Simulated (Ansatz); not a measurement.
Cost and result for the atomization energy of C2H3BFNO, SMILES `NC1=C(O)B1F` (9 atoms, 9 bonds).

Cartesian coordinates in Å:
```
N 1.339 0.738 0.345
C 0.186 0.308 -0.218
C -0.871 -0.535 0.012
O -1.310 -1.432 0.903
B -0.920 0.263 -1.198
F -1.472 0.680 -2.327
H 1.968 1.272 -0.228
H 1.780 0.192 1.065
H -0.700 -1.486 1.646
```

Charge 0, multiplicity 1. All single points use the PBE0-D4/def2-TZVP geometry. It is one conformer, not always the lowest. Program: Ansatz. All runs use 4 threads of an Intel Xeon Platinum 8375C on a shared host. Times are those of one run each, without the atoms' runs, and a repeat can differ threefold. Electronic energies, without spin–orbit coupling; frozen cores. CCSD(T)/CBS adds CCSD(T) − MP2 in def2-TZVPP to the MP2 limit, and its time is that of the two runs behind it. T1 = 0.013. B3LYP takes the VWN-RPA correlation (the form of Gaussian; ORCA's B3LYP/G).

CCSD(T)/CBS is a level of theory with its own doubt, some kJ/mol a heavy atom from the limit and from the frozen cores, so smaller differences don't rank the functionals.

| level | functions | wall time | atomization (kcal/mol) | difference from CCSD(T)/CBS | per bond |
| --- | --- | --- | --- | --- | --- |
| PBE-D4/def2-TZVPP (with forces) | 228 | 1.5 s | 977.8 | 51.9 | 5.8 |
| PBE0-D4/def2-TZVPP | 228 | 1.6 s | 945.4 | 19.5 | 2.2 |
| r2SCAN-D4/def2-TZVPP (with forces) | 228 | 2.4 s | 939.4 | 13.5 | 1.5 |
| B3LYP-D4/def2-TZVPP (with forces) | 228 | 2.5 s | 933.5 | 7.6 | 0.8 |
| B2PLYP/def2-TZVPP | 228 | 3.3 s | 924.4 | -1.5 | -0.2 |
| ωB97X-V/def2-TZVPP | 228 | 3.9 s | 933.7 | 7.8 | 0.9 |
| ωB97M-V/def2-TZVPP (with forces) | 228 | 5.5 s | 937.1 | 11.2 | 1.2 |
| MP2/def2-QZVPP | 432 | 12 s | 952.0 | 26.1 | 2.9 |
| CCSD(T)/def2-TZVPP | 228 | 58 s | 897.1 | -28.8 | -3.2 |
| CCSD(T)/CBS(def2) | – | 69 s | 925.9 | 0.0 | 0.0 |

From PBE to PBE0 (25 % exact exchange), in def2-TZVPP and without D4, the atomization energy moves by −31.8 kcal/mol: exact exchange takes away binding that semilocal exchange gives to molecules. In def2-TZVPP, CCSD(T) changes the Hartree–Fock value by +259.4 kcal/mol (the triples alone add +20.0 kcal/mol) and MP2 by +297.3 kcal/mol; breaking electron pairs costs correlation energy, which Hartree–Fock lacks. The D4 term adds +6.0 kcal/mol with B3LYP and +3.1 kcal/mol with PBE0; it sums over pairs of atoms, weighted by their polarisabilities, and B3LYP, whose exchange is more repulsive, gets the larger term.
